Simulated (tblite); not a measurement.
Species: C₃H₁₀NOSi₂ (doublet state).
Structure used (GFN2-xTB), in Å, numbered top down from 1:
```xyz
17
C3H10NOSi2 angstrom
O     -2.7923   -1.1879    0.6213
C     -2.7505    0.0678    0.0676
N     -1.5630    0.4826   -0.5040
Si    -0.0871   -0.4198   -0.5822
C      0.8214   -0.6121    1.1037
Si     2.2533    0.5227    0.5114
C      1.3335    0.7152   -1.1578
H     -1.9277   -1.3772    1.0010
H     -3.6792    0.3389   -0.4097
H     -1.6322    1.3803   -0.9526
H     -0.2729   -1.6932   -1.2910
H      1.1309   -1.6261    1.3462
H      0.2882   -0.2331    1.9734
H      3.5431   -0.1618    0.4055
H      2.3966    1.7612    1.2798
H      1.8783    0.3213   -2.0101
H      1.0525    1.7332   -1.4123
```

Calculated harmonic vibrations of the isolated species, GFN2-xTB (tblite), most abundant isotopes, no scaling. This tight-binding method is rough: wavenumbers can miss measured ones by several per cent, in bad cases by 10 to 20. Modes of hydrogen on silicon can be 10 to 20 % off. One conformer, not necessarily the lowest. Open shells enter through the occupations alone, without spin polarisation, and single modes of such species can be off by tens of per cent.

Harmonic wavenumbers (cm⁻¹): 32.9, 48.0, 112.5, 139.6, 182.7, 193.0, 329.9, 350.4, 372.1, 433.5, 490.9, 508.1, 565.6, 601.3, 613.2, 620.1, 645.3, 682.2, 698.6, 708.0, 740.5, 771.8, 785.6, 825.2, 918.3, 961.8, 1072.7, 1083.9, 1094.1, 1129.8, 1230.4, 1318.0, 1366.7, 1463.6, 1469.4, 2194.3, 2237.5, 2248.7, 2993.3, 3005.0, 3012.4, 3027.8, 3053.7, 3485.8, 3536.8.

A = 4118, B = 980.9, C = 885.0 MHz; mass 132.030 u (most abundant isotopes); point group C1, symmetry number 1; spin multiplicity 2.

Task: Zero-point energy?

Result: Half the sum of the wavenumbers: 26678 cm⁻¹ = 319.13 kJ/mol.

Task: Give the ideal-gas entropy at 273.15 K and 1 bar in the rigid-rotor, harmonic-oscillator model (classical rotation).

Result: Translation 167.93, rotation 119.77, vibration 119.57, spin (R ln 2) 5.76: S = 413.0 J/(mol K).

Task: And Cp and H(273.15 K) − H(0)?

Result: Cp = 160.70 J/(mol K), of which vibrations give 127.44 (their classical limit is 45 R = 374.2); H(273.15 K) − H(0) = 26.11 kJ/mol without the zero-point energy, 17.03 from vibrations.

Task: What must be added to the electronic energy to get the Gibbs energy at 273.15 K and 1 bar?

Result: ZPE + [H(273.15 K) − H(0)] − T·S = 319.13 + 26.11 − 112.82 = 232.42 kJ/mol.

Task: How do the functions run with temperature in this model?

Result: 
```csv
T (K),S (J/(mol K)),Cp (J/(mol K)),H − H(0) (kJ/mol),G − H(0) (kJ/mol),ln q(vib)
50,255.0,56.6,2.21,-10.54,0.85
100,300.9,77.6,5.58,-24.51,2.20
298.15,427.6,171.8,30.27,-97.22,7.57
373.15,469.5,201.4,44.30,-130.88,9.64
500,534.0,239.6,72.41,-194.60,13.10
750,641.3,288.4,138.95,-342.01,19.51
1000,728.8,319.7,215.21,-513.61,25.29
```

q(vib) and H(0) count from the zero-point level.

Hindered rotation and anharmonicity are outside this model. Other conformers, if any are populated, would add a mixing term that is left out. The structure is chiral; the term R ln 2 for an equal mix with its mirror image is left out.
